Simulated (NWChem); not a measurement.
Molecule: GeH$_{2}$S, singlet; SMILES [SH][GeH]

Low-valent species are run as closed-shell singlets; no triplet was tried in these runs.

Q: Give the equilibrium geometry at B3LYP/6-31G* (spherical d) (NWChem) as a Z-matrix, with the point group.

A: point group Cs; any orientation.
```
S
H 1 1.3527
Ge 1 2.2497 2 97.06
H 3 1.6064 1 89.12 2 -180.00
```
